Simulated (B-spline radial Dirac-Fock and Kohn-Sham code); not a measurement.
# Photoemission from Br⁵⁺ at Mg Kα (1253.6 eV), detector at θ = 30°, φ = 0°

System: the Br⁵⁺ ion in the configuration 1s2 2s2 2p6 3s2 3p6 3d10 4s2. The computed values come from an atomic code on a B-spline grid: Dirac-Hartree-Slater photoionisation with a Latter tail; cross sections with all multipoles, angular parameters from the dipole term and its interference with E2. Thresholds are orbital energies of the model. For linearly polarised light dσ/dΩ = σ/(4π) [1 + β P₂(cos θ) + (δ + γ cos²θ) sin θ cos φ], with θ from the polarisation vector and φ the angle between the beam and the projection of the electron momentum on the plane normal to the polarisation. The dipole factor is 1 + βP₂ and the non-dipole term is the rest of the bracket. Open shells are filled statistically over j.

```
subshell  threshold (eV)  σ (kb)     β      γ      δ  dipole factor  non-dipole term  dσ/dΩ (kb/sr)
      3s           325.4    28.2  2.00  -0.03  0.000          2.249           -0.011           5.02
   3p1/2           265.7    33.6  1.61   0.07  0.005          2.003           +0.030           5.44
   3p3/2           258.5    65.4  1.62   0.08  0.006          2.015           +0.033           10.7
   3d3/2           153.1    28.0  1.17   0.43  0.069          1.729           +0.195           4.29
   3d5/2           151.9    40.8  1.15   0.43  0.070          1.718           +0.196           6.22
      4s           87.52    4.59  2.00  -0.06  0.000          2.249           -0.022          0.813
```
